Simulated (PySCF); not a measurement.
C3H6AlF3, SMILES [CH3][Al]([CH3])[C](F)(F)F. Atoms are numbered in the order given.

```xyz
13

Al    -0.0545     0.2535     0.9805
C      0.0106    -0.2846    -0.9674
F     -1.1046     0.0366    -1.6699
F      0.2144    -1.6099    -1.1721
F      1.0440     0.3552    -1.5891
C     -1.0905     1.8526     1.3728
H     -0.5951     2.7355     0.9292
H     -1.2131     2.0488     2.4498
H     -2.0928     1.8030     0.9140
C      1.0008    -0.8457     2.1899
H      0.9292    -0.5381     3.2452
H      2.0665    -0.8089     1.9008
H      0.7041    -1.9069     2.1220
```
Charge 0, spin multiplicity 1.

Geometry: ωB97X-D3(BJ)/def2-SVP.

The numbers are results of IEF-PCM-B3LYP/def2-SVP run with PySCF, not measurements.

The values are the electrostatic part of the solvation free energy, E(continuum) − E(gas) at the gas-phase geometry, in a cavity of scaled van der Waals radii (PySCF's table); cavitation and dispersion terms are not included. A continuum can't describe solvent molecules that bind to the metal. In vacuum the orbital gap is 6.45 eV. The dipole moment in vacuum is 2.89 D.

| solvent | ε | ΔG(elec) (kcal/mol) | dipole (D) | gap (eV) |
|---|---|---|---|---|
| water | 78.36 | -5.9 | 3.26 | 6.90 |
| benzene | 2.27 | -2.6 | 3.08 | 6.68 |
| chloroform | 4.71 | -4.2 | 3.17 | 6.81 |
